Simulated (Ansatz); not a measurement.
Two isomers of CH7BOSi: A = `CB[SiH2]O`, B = `BO[SiH2]C`.

Isolated molecules relaxed with PBE0-D4/def2-TZVP in Ansatz; ΔE leaves out vibrations. CCSD(T)/CBS is the MP2 limit (def2-TZVPP, def2-QZVPP) plus CCSD(T) − MP2 in def2-TZVPP, frozen cores. DFT in def2-TZVPP. B3LYP here is the variant with VWN-RPA as its local correlation; programs differ in this. One conformer a species, not always the lowest.

Question: Which is lower in electronic energy at CCSD(T)/CBS, and by how much? (Best estimate.)

Answer: Computed: B, by 39.7 kcal/mol.

Question: Give E(B) − E(A) in kcal/mol with r2SCAN-D4, PBE-D4, B2PLYP, B3LYP-D4, ωB97M-V, HF/def2-TZVPP, CCSD(T)/def2-TZVPP. (An estimate is asked.)

Answer: Ansatz gave: r2SCAN-D4 -38.6, PBE-D4 -35.8, B2PLYP -40.8, B3LYP-D4 -39.9, ωB97M-V -40.3, HF/def2-TZVPP -43.1, CCSD(T)/def2-TZVPP -40.0. None reverses the order clearly.

Question: Does the order hold for the free energy at 298.15 K (harmonic terms from PBE0-D4)? (Best estimate.)

Answer: The calculation gave: Yes: G(B) − G(A) = -38.8 kcal/mol, for one conformer each. Modes under 60 cm⁻¹, often nearly free rotors, make the harmonic entropy too high.

Largest T1 diagnostic: 0.012.

In def2-TZVPP, CCSD(T) changes the Hartree–Fock value by +3.1 kcal/mol (the triples alone add +0.1 kcal/mol) and MP2 by +1.5 kcal/mol. From BLYP to BHLYP (50 % exact exchange), in def2-TZVPP and without D4, E(B) − E(A) moves by −2.5 kcal/mol.
